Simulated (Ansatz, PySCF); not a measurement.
The pair A = CH3F (SMILES CF) (first 5 atoms), B = CH2O2 (SMILES O=CO); geometry from B3LYP-D3(BJ)/def2-TZVP.
(charge 0, multiplicity 1):
```xyz
10

C      0.2135    -0.1638     0.4718
F      0.6490    -1.2473     1.2661
H     -0.5465    -0.5410    -0.2101
H     -0.1908     0.5944     1.1383
H      1.0763     0.2085    -0.0777
O     -0.5200     0.9562     3.5057
C     -0.1836     0.1284     4.3108
O      0.3812    -1.0448     4.0330
H     -0.3038     0.2416     5.3962
H      0.4823    -1.1333     3.0615
```

Rows in 6-31G* carry no dispersion term and start afresh at each structure (6-31G* with six Cartesian d functions). MP2/6-31G* freezes PySCF's default core.

Programs: Ansatz (Gaussian orbitals); PySCF for 6-31G* rows. Values without a source in brackets are computed.

Total energies (hartree), monomers frozen at their geometry in the pair:

| structure | HF/6-31G* | B3LYP/def2-TZVPPD | MP2/6-31G* |
|---|---|---|---|
| AB | -327.8058005 | -329.6704398 | -328.5924758 |
| A in the pair's basis | -139.0351815 | -139.8096505 | -139.3394985 |
| B in the pair's basis | -188.7618608 | -189.8517803 | -189.2436597 |
| A | -139.0328763 | -139.8095835 | -139.3353987 |
| B | -188.7603558 | -189.8517279 | -189.2409711 |

Question: Work out the interaction energy without and with the counterpoise correction, and the superposition error, for each level.

Answer: 
E(AB) − E(A) − E(B), times 627.509 kcal/mol, with the monomers in their own basis and then in the pair's basis:
- HF/6-31G*: -7.89 uncorrected, -5.50 corrected; the monomers gain 2.39 kcal/mol from borrowed functions
- B3LYP/def2-TZVPPD: -5.73 uncorrected, -5.65 corrected; the monomers gain 0.07 kcal/mol from borrowed functions
- MP2/6-31G*: -10.11 uncorrected, -5.85 corrected; the monomers gain 4.26 kcal/mol from borrowed functions

Ansatz is a first-principles code.
